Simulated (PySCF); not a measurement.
Compound: C₆H₃F₃.
Bonds: F1–C2, C2–C3 (aromatic), C3–C4 (aromatic), C4–C5 (aromatic), C5–F6, C5–C7 (aromatic), C7–F8, C7–C9 (aromatic), C2–C9 (aromatic). Hydrogens: H10 on C3; H11 on C4; H12 on C9.

Probes without a nucleus sit at each ring's centroid and 1 Å off its mean plane on both sides; NICS is minus the shielding there, NICSzz its component along the normal. Level: GIAO PBE0/pcSseg-1 (PySCF, non-relativistic, gas phase) on the PBE0-D3(BJ)/def2-SVP geometry, one conformer.

Ring bond lengths (Å), with Mayer bond orders in brackets: C2–C3 1.389 (1.44), C3–C4 1.394 (1.39), C4–C5 1.387 (1.44), C5–C7 1.396 (1.34), C7–C9 1.387 (1.41), C9–C2 1.391 (1.39).

Problem. Give the NICS values of each ring in ppm.

Solution. 
```
             ring                                              type  NICS(0)  NICS(1), two faces  NICS(1)zz, two faces  rms pucker (Å)  centre to ring atoms, mean (Å)
C2–C3–C4–C5–C7–C9  6-membered carbocycle; formal bonds all aromatic    -13.2       -11.5 / -11.5         -26.4 / -26.4            0.00                            1.39
```

Problem. What can be read from them?

Solution. 
- C2–C3–C4–C5–C7–C9: mean NICS(1)zz -26.4 ppm, shielded, aromatic by this magnetic criterion (flat ring, no four-coordinate atom).

Problem. What does the geometric index give? HOMA = 1 − mean of α(R − Ropt)² over the ring bonds, with Krygowski's 1993 parameters (CC: Ropt 1.388 Å, α 257.7 Å⁻²).

Solution. 
- C2–C3–C4–C5–C7–C9: HOMA 0.99 = 1 − EN − GEO, with mean bond length 1.391 Å, EN = α(Ropt − mean)² = 0.002 and GEO = α × variance = 0.003. The geometric and the magnetic index point the same way.

Problem. What are the shieldings of the ring atoms and their hydrogens in the same run (means over atoms taken as equivalent)?

Solution. 
```tsv
atoms	environment	σ isotropic (ppm)
C2	aromatic C–F carbon	19.1
C3	aromatic CH carbon	69.1
C4	aromatic CH carbon	61.4
C5	aromatic C–F carbon	30.1
C7	aromatic C–F carbon	26.0
C9	aromatic CH carbon	73.8
H10	aromatic hydrogen	24.39
H11	aromatic hydrogen	24.07
H12	aromatic hydrogen	24.31
```

Problem. How do the values depend on the level or the medium?

Solution. 
| level | NICS(0), C2–C3–C4–C5–C7–C9 | mean NICS(1)zz, C2–C3–C4–C5–C7–C9 |
| --- | --- | --- |
| PBE0/pcSseg-1, gas | -13.2 | -26.4 |
| PBE0/pcSseg-2, gas | -13.3 | -26.2 |
| PBE0/pcSseg-1, IEF-PCM chloroform | -13.2 | -26.5 |
| PBE0/pcSseg-1, IEF-PCM water | -13.2 | -26.5 |
| WP04/pcSseg-1, IEF-PCM chloroform | -13.4 | -25.7 |
| wB97X-D/pcSseg-1, IEF-PCM chloroform | -13.2 | -26.6 |

The geometry is the same throughout; the continuum's cavity takes Bondi-type radii × 1.2.
